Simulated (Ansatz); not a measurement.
One change: `[SiH3][NH][SbH2]` becomes `NN[SiH3]`.

Ansatz, PBE0-D4/def2-TZVP geometries, multiplicity 1. Each molecule was computed in one conformer, which needn't be the lowest.

Elements past krypton have def2 core potentials.

| property | `[SiH3][NH][SbH2]` |
| --- | --- |
| HOMO–LUMO gap (PBE0/def2-TZVPP) / eV | 6.42 |
| LUMO energy (PBE0/def2-TZVPP) / eV | -0.90 |
| LUMO energy (PBE/def2-TZVPP) / eV | -1.68 |
| HOMO energy (PBE0/def2-TZVPP) / eV | -7.31 |
| size of the dipole moment (PBE/def2-TZVPP) / D | 1.39 |
| size of the dipole moment (ωB97M-V/def2-TZVPP) / D | 1.45 |

**Question.** Give the same properties after the change, and the shifts. (An estimate is asked.)

**Answer.** The calculation gave: 
```tsv
property	`NN[SiH3]`	shift
HOMO–LUMO gap (PBE0/def2-TZVPP) / eV	7.40	0.98
LUMO energy (PBE0/def2-TZVPP) / eV	0.38	1.28
LUMO energy (PBE/def2-TZVPP) / eV	-0.46	1.22
HOMO energy (PBE0/def2-TZVPP) / eV	-7.02	0.29
size of the dipole moment (PBE/def2-TZVPP) / D	0.36	-1.03
size of the dipole moment (ωB97M-V/def2-TZVPP) / D	0.36	-1.09
```

With PBE0 the HOMO rises by 0.29 eV and the LUMO rises by 1.28 eV, so the gap widens by about 0.99 eV. PBE moves the HOMO by 0.36 eV and ωB97M-V by 0.21 eV. Dipoles are sizes alone; their direction can turn.

Spin–orbit coupling is left out; it splits and shifts lone-pair levels of the heavy atoms by tenths of an eV.
